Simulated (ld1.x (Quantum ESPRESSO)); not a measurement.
# antimony (Sb), PAW: configuration errors across variants

```json
{"Element": "antimony", "Generator": "ld1.x (Quantum ESPRESSO) 7.5", "Type": "PAW", "Functional": "PBE", "Relativity": "scalar-relativistic", "Frozen core": "[Ar] 3d10", "Valence charge": "23", "Reference configuration": "4s2 4p6 4d10 5s1 5p4", "Partial waves": "4s (bound): rcut 1.10, rcutus 1.25 bohr; 5s (bound): rcut 1.10, rcutus 1.25 bohr; 4p (bound): rcut 1.10, rcutus 1.20 bohr; 5p (bound): rcut 1.10, rcutus 1.20 bohr; 4d (bound): rcut 1.50, rcutus 1.60 bohr; 4d channel at -2.15 Ry: rcut 1.50, rcutus 1.60 bohr", "Local potential": "all-electron potential smoothed inside 1.45 bohr (lloc = -1)", "Core correction": "Bessel-smoothed model core, default radius (core density twice the valence density)", "Augmentation charge": "BG, radius 1.15 bohr"}
```

All-electron excitation energies from the reference (eV): (1) 4s2 4p6 4d10 5s2 5p3 -8.112; (2) 4s2 4p6 4d10 5s2 5p2 0.205; (3) 4s2 4p6 4d10 5s2 5p1 16.173; (4) 4s2 4p6 4d10 5s0 5p5 8.319; (5) 4s2 4p6 4d10 5s1 5p3 8.937; (6) 4s2 4p6 4d10 5s1 5p0 84.880; (7) 4s2 4p6 4d10 5s2 5p3.3 -9.271.

The default core radius of the base comes out at 0.51 bohr.

The overlap operator is not positive definite (basis up to 400 Ry) in “base”, “core correction Bessel-smoothed model core inside 1.00 bohr”, “local potential all-electron potential smoothed inside 1.32 bohr (lloc = -1)”. Such files are unfit for use, however small their errors in these radial tests.

3 further variants failed, have other tests or another functional or relativity, and are left out.

Errors AE − PS in meV (a dash: test not solved or not reliable):

```csv
change,(1),(2),(3),(4),(5),(6),(7),bound ghosts
base,+6.9,+3.9,-2.4,+3.2,-1.4,+11,+7.0,not determined (overlap not positive)
core correction Bessel-smoothed model core inside 1.00 bohr,+2.7,+0.4,-3.8,+1.1,-1.4,-1.2,+2.7,not determined (overlap not positive)
local potential all-electron potential smoothed inside 1.32 bohr (lloc = -1),–,–,–,–,–,–,–,not determined (overlap not positive)
```

Question: Give the same row for: local potential all-electron potential smoothed inside 0.95 bohr (lloc = -2).

Answer: +9.0, +4.9, -3.2, +4.4, -1.3, +36, +9.2; bound ghosts: none.
